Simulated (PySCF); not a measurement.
Cd(Br)(Et) (C2H5BrCd), SMILES C[CH2][Cd][Br]. Atoms are numbered in the order given.

```xyz
9

Cd     0.1840     0.4056     0.0000
Br    -0.1579    -2.0268     0.0000
C      0.4762     2.5261     0.0000
C     -0.8139     3.3484     0.0000
H      1.0938     2.7476    -0.8847
H      1.0938     2.7476     0.8847
H     -1.4359     3.1477     0.8870
H     -1.4359     3.1477    -0.8870
H     -0.5920     4.4309     0.0000
```
Charge 0, spin multiplicity 1.

Coordinates come from a B3LYP-D3(BJ)/def2-SVP optimisation. The structure was generated by enumeration; whether it is a known compound was not checked. The def2 effective core potentials stand for the cores of Cd; spin–orbit coupling is left out. Other conformers were not sampled.

The numbers are results of PBE0/def2-TZVP (PySCF), not measurements.

ESP charges are fitted to the potential on shells at 1.4 to 2.0 van der Waals radii. Atomic charges (e):

| atom | ESP fit | Löwdin |
|---|---|---|
| Cd1 | 0.45 | ___ |
| Br2 | -0.37 | -0.25 |
| C3 | -0.08 | ___ |
| C4 | -0.13 | ___ |
| H5 | 0.01 | 0.12 |
| H6 | 0.01 | 0.12 |
| H7 | 0.03 | 0.12 |
| H8 | 0.03 | 0.12 |
| H9 | 0.04 | 0.12 |

Task: What belongs in the gaps? (The exact figures need the calculation; the answer reports its results.)

Result: 
- Cd1, Löwdin: 0.57
- C3, Löwdin: -0.56
- C4, Löwdin: -0.37
